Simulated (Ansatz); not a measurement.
Two isomers of C2H5ClO2Si: A = `O/C=C(\Cl)[SiH2]O`, B = `CC(=O)O[SiH2]Cl`.

Calculated with Ansatz (gas phase, PBE0-D4/def2-TZVP geometries, no zero-point term in ΔE). CBS: MP2 limit from def2 TZ/QZ plus the TZ coupled-cluster correction, frozen cores. DFT in def2-TZVPP. B3LYP here is the variant with VWN-RPA as its local correlation; programs differ in this. One conformer a species, not always the lowest.

Task: Which is lower in electronic energy at CCSD(T)/CBS, and by how much? (An estimate is asked.)

Result: The calculation gave: B, by 194.1 kJ/mol.

Task: Give E(B) − E(A) in kJ/mol with PBE-D4, PBE0-D4, HF/def2-TZVPP, r2SCAN-D4, B2PLYP, B3LYP, B3LYP-D4. (An estimate is asked.)

Result: Ansatz gave: PBE-D4 -190.3, PBE0-D4 -197.6, HF/def2-TZVPP -231.6, r2SCAN-D4 -203.9, B2PLYP -203.4, B3LYP -201.2, B3LYP-D4 -197.7. None reverses the order clearly.

Largest T1 diagnostic: 0.014.

From PBE to PBE0 (25 % exact exchange), in def2-TZVPP and without D4, E(B) − E(A) moves by −7.1 kJ/mol. The D4 term adds +3.6 kJ/mol with B3LYP and +1.9 kJ/mol with PBE0; it sums over pairs of atoms, weighted by their polarisabilities, and B3LYP, whose exchange is more repulsive, gets the larger term.
